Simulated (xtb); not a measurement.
A run for xtb: GFN2-xTB on CH4OTe (SMILES CO[TeH]), a point of a torsion scan.

```
$ xtb mol.xyz --gfn 2 --sp --chrg 0 --uhf 0
7

C     -0.83695604    -0.15340935     0.11864862
O     -0.26555038     0.46229855    -1.00114829
Te    -1.30410389     1.82832451    -2.02502666
H     -1.52064563    -0.95527592    -0.17481167
H     -1.36451052     0.54811556     0.76781748
H     -0.00799859    -0.59191197     0.67817021
H     -2.20337839     0.71057648    -2.84263195
```

Output:

```
[...]
           -------------------------------------------------
          |                Calculation Setup                |
           -------------------------------------------------



           -------------------------------------------------
          |                 G F N 2 - x T B                 |
           -------------------------------------------------

        Reference                      10.1021/acs.jctc.8b01176
      * Hamiltonian:
        H0-scaling (s, p, d)           1.850000    2.230000    2.230000
        zeta-weighting                 0.500000
      * Dispersion:
        s8                             2.700000
        a1                             0.520000
        a2                             5.000000
        s9                             5.000000
      * Repulsion:
        kExp                           1.500000    1.000000
        rExp                           1.000000
      * Coulomb:
        alpha                          2.000000
        third order                    shell-resolved
        anisotropic                    true
        a3                             3.000000
        a5                             4.000000
        cn-shift                       1.200000
        cn-exp                         4.000000
        max-rad                        5.000000


          ...................................................
          :                      SETUP                      :
          :.................................................:
          :  # basis functions                  22          :
          :  # atomic orbitals                  21          :
          :  # shells                           11          :
          :  # electrons                        20          :
          :  max. iterations                   250          :
          :  Hamiltonian                  GFN2-xTB          :
          :  restarted?                      false          :
          :  GBSA solvation                  false          :
          :  PC potential                    false          :
          :  electronic temp.          300.0000000     K    :
          :  accuracy                    1.0000000          :
          :  -> integral cutoff          0.2500000E+02      :
          :  -> integral neglect         0.1000000E-07      :
          :  -> SCF convergence          0.1000000E-05 Eh   :
          :  -> wf. convergence          0.1000000E-03 e    :
          :  Broyden damping             0.4000000          :
          :  net charge                          0          :
          :  unpaired electrons                  0          :
          ...................................................

 iter      E             dE          RMSdq      gap      omega  full diag
   1    -11.3612581 -0.113613E+02  0.899E+00    3.59       0.0  T
   2    -11.3765233 -0.152652E-01  0.658E+00    3.59       1.0  T
   3    -11.3609388  0.155845E-01  0.232E+00    3.96       1.0  T
   4    -11.3740181 -0.130793E-01  0.209E+00    3.67       1.0  T
   5    -11.3779378 -0.391971E-02  0.382E-01    3.77       1.0  T
   6    -11.3780320 -0.941867E-04  0.585E-02    3.79       1.0  T
   7    -11.3780335 -0.150067E-05  0.444E-02    3.79       1.0  T
   8    -11.3780345 -0.101138E-05  0.103E-02    3.79       3.7  T
   9    -11.3780347 -0.215227E-06  0.377E-03    3.79      10.0  T
  10    -11.3780347 -0.149551E-07  0.110E-03    3.79      34.3  T
  11    -11.3780347 -0.930926E-09  0.258E-04    3.79     146.3  T
  12    -11.3780347 -0.333724E-10  0.885E-05    3.79     427.0  T

   *** convergence criteria satisfied after 12 iterations ***

         #    Occupation            Energy/Eh            Energy/eV
      -------------------------------------------------------------
         1        2.0000           -0.8439926             -22.9662
       ...           ...                  ...                  ...
         4        2.0000           -0.5400490             -14.6955
         5        2.0000           -0.5327577             -14.4971
         6        2.0000           -0.5292294             -14.4011
         7        2.0000           -0.4723815             -12.8542
         8        2.0000           -0.4432477             -12.0614
         9        2.0000           -0.4189904             -11.4013
        10        2.0000           -0.3759337             -10.2297 (HOMO)
        11                         -0.2367599              -6.4426 (LUMO)
        12                         -0.1711184              -4.6564
        13                         -0.0389292              -1.0593
        14                          0.0214532               0.5838
        15                          0.0328421               0.8937
       ...                                ...                  ...
        21                          0.7120168              19.3750
      -------------------------------------------------------------
                  HL-Gap            0.1391738 Eh            3.7871 eV
             Fermi-level           -0.3063468 Eh           -8.3361 eV

 SCC (total)                   0 d,  0 h,  0 min,  0.005 sec
 SCC setup                      ...        0 min,  0.000 sec (  1.889%)
 Dispersion                     ...        0 min,  0.000 sec (  0.868%)
 classical contributions        ...        0 min,  0.000 sec (  0.359%)
 integral evaluation            ...        0 min,  0.001 sec ( 14.008%)
 iterations                     ...        0 min,  0.003 sec ( 54.398%)
 molecular gradient             ...        0 min,  0.001 sec ( 23.165%)
 printout                       ...        0 min,  0.000 sec (  5.026%)

         :::::::::::::::::::::::::::::::::::::::::::::::::::::
         ::                     SUMMARY                     ::
         :::::::::::::::::::::::::::::::::::::::::::::::::::::
         :: total energy             -11.314194331777 Eh    ::
         :: gradient norm              0.002550727784 Eh/a0 ::
         :: HOMO-LUMO gap              3.787111963984 eV    ::
         ::.................................................::
         :: SCC energy               -11.378034393997 Eh    ::
         :: -> isotropic ES            0.022666450877 Eh    ::
         :: -> anisotropic ES         -0.000361170060 Eh    ::
         :: -> anisotropic XC         -0.002191109537 Eh    ::
         :: -> dispersion             -0.003236581144 Eh    ::
         :: repulsion energy           0.063840062220 Eh    ::
         :: add. restraining           0.000000000000 Eh    ::
         :: total charge              -0.000000000000 e     ::
         :::::::::::::::::::::::::::::::::::::::::::::::::::::

           -------------------------------------------------
          |                Property Printout                |
           -------------------------------------------------

    * Orbital Energies and Occupations

         #    Occupation            Energy/Eh            Energy/eV
      -------------------------------------------------------------
         1        2.0000           -0.8439926             -22.9662
         2        2.0000           -0.6836640             -18.6034
         3        2.0000           -0.6145264             -16.7221
         4        2.0000           -0.5400490             -14.6955
         5        2.0000           -0.5327577             -14.4971
         6        2.0000           -0.5292294             -14.4011
         7        2.0000           -0.4723815             -12.8542
         8        2.0000           -0.4432477             -12.0614
         9        2.0000           -0.4189904             -11.4013
        10        2.0000           -0.3759337             -10.2297 (HOMO)
        11                         -0.2367599              -6.4426 (LUMO)
        12                         -0.1711184              -4.6564
Note: The following floating-point exceptions are signalling: IEEE_UNDERFLOW_FLAG IEEE_DENORMAL
normal termination of xtb
        13                         -0.0389292              -1.0593
        14                          0.0214532               0.5838
        15                          0.0328421               0.8937
        16                          0.1233538               3.3566
        17                          0.1566118               4.2616
        18                          0.1938879               5.2760
        19                          0.2111651               5.7461
        20                          0.2486471               6.7660
        21                          0.7120168              19.3750
      -------------------------------------------------------------
                  HL-Gap            0.1391738 Eh            3.7871 eV
             Fermi-level           -0.3063468 Eh           -8.3361 eV

     #   Z          covCN         q      C6AA      α(0)
     1   6 C        3.717     0.052    19.821     6.360
     2   8 O        1.632    -0.340    19.736     5.997
     3  52 Te       1.824     0.130   411.259    37.484
     4   1 H        0.924     0.027     2.625     2.534
     5   1 H        0.924     0.028     2.612     2.528
     6   1 H        0.924     0.050     2.325     2.385
     7   1 H        0.950     0.053     2.278     2.359

 Mol. C6AA /au·bohr⁶  :       1239.885637
 Mol. C8AA /au·bohr⁸  :      72190.970464
 Mol. α(0) /au        :         59.645870


Wiberg/Mayer (AO) data.
largest (>0.10) Wiberg bond orders for each atom

 ---------------------------------------------------------------------------
     #   Z sym  total        # sym  WBO       # sym  WBO       # sym  WBO
 ---------------------------------------------------------------------------
     1   6 C    3.955 --     2 O    1.012     5 H    0.985     4 H    0.985
                             6 H    0.970
     2   8 O    2.199 --     3 Te   1.135     1 C    1.012
     3  52 Te   2.134 --     2 O    1.135     7 H    0.970
     4   1 H    0.999 --     1 C    0.985
     5   1 H    0.999 --     1 C    0.985
     6   1 H    0.998 --     1 C    0.970
     7   1 H    0.997 --     3 Te   0.970
 ---------------------------------------------------------------------------

Topologies differ in total number of bonds
Writing topology from bond orders to xtbtopo.mol

molecular dipole:
                 x           y           z       tot (Debye)
 q only:       -0.605       0.133      -0.032
   full:       -0.599       0.142       0.256       1.693
molecular quadrupole (traceless):
                xx          xy          yy          xz          yz          zz
 q only:        0.198      -1.746      -0.692       2.988      -2.334       0.495
  q+dip:        1.152      -1.050       0.772       2.091       0.242      -1.924
   full:       -0.134      -1.080       1.642       3.603      -1.362      -1.508


           -------------------------------------------------
          | TOTAL ENERGY              -11.314194331777 Eh   |
          | GRADIENT NORM               0.002550727784 Eh/α |
          | HOMO-LUMO GAP               3.787111963984 eV   |
           -------------------------------------------------

------------------------------------------------------------------------
------------------------------------------------------------------------
 total:
 SCF:
```

The run finished.

Cost: roughly 0.03 core-seconds.
